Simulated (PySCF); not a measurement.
CHO2, SMILES O=C=[OH+], charge +1. Coordinates come from a PBE0-D3(BJ)/def2-TZVP optimisation. The isomer is the one that the SMILES or the coordinates give; other isomers of the formula were not compared.

Computed equilibrium geometry at PBE0-D3(BJ)/def2-TZVP (PySCF confirms it by a frequency run) as Cartesian coordinates in Å, and its point group:
point group Cs.
```xyz
4

O     -0.0173     1.2285     0.0000
C     -0.0105     0.1089     0.0000
O      0.1111    -1.1002     0.0000
H     -0.6878    -1.6791     0.0000
```
Charge +1, spin multiplicity 1.
